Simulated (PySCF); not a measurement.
Cl4Ge, SMILES [Ge-]([Cl])([Cl])([Cl])[Cl] (connectivity only; charge and spin as stated), charge -1, multiplicity 2.

Coordinates come from a PBE0-D3(BJ)/def2-SVPD optimisation.

Method: M06-2X/def2-SVPD in PySCF.

| Quantity | Result |
|---|---|
| total energy | -3917.20392 hartree |
| point group | C2v |
| α spin, highest occupied and lowest empty level | -2.73 and 4.00 eV |
| β spin, highest occupied and lowest empty level | -5.89 and 1.49 eV |
| dipole moment about the centre of nuclear charge | 0.26 D |
| mean static polarisability | 110.9 bohr³ (16.43 Å³) |
| polarisability, principal values | 98.5, 103.6, 130.6 bohr³ |
| ⟨S²⟩ | 0.754 (pure state 0.75) |
